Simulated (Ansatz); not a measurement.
Mulliken charges of GeH₃S, SMILES `[SH][GeH2]` radical from ωB97M-V/def2-TZVPP in Ansatz (PBE0-D4/def2-TZVP geometry).

```json
{"atom": "S1", "x (Å)": "1.139", "y (Å)": "-0.803", "z (Å)": "0.659", "charge (e)": "-0.266"}
{"atom": "Ge2", "x (Å)": "-0.390", "y (Å)": "0.679", "z (Å)": "0.030", "charge (e)": "0.100"}
{"atom": "H3", "x (Å)": "0.246", "y (Å)": "-1.779", "z (Å)": "0.895", "charge (e)": "0.122"}
{"atom": "H4", "x (Å)": "-1.364", "y (Å)": "0.020", "z (Å)": "-0.979", "charge (e)": "0.020"}
{"atom": "H5", "x (Å)": "0.419", "y (Å)": "1.809", "z (Å)": "-0.647", "charge (e)": "0.025"}
```

**Question.** By hand: the dipole of these point charges (1 e Å = 4.8032 D).

**Answer.** Σ q r = (-0.329, 0.110, -0.099) e Å, of length 0.361 e Å = 1.73 D.

**Question.** How does the dipole of the full density compare? (Estimate.)

**Answer.** Ansatz gave: (-0.226, 0.002, -0.012) e Å, 1.09 D; the point charges give 1.59 times that, at 22° from its direction.

Point charges leave out the atoms' own dipoles, such as those of lone pairs, and Mulliken's split depends on the basis, so the two needn't agree.
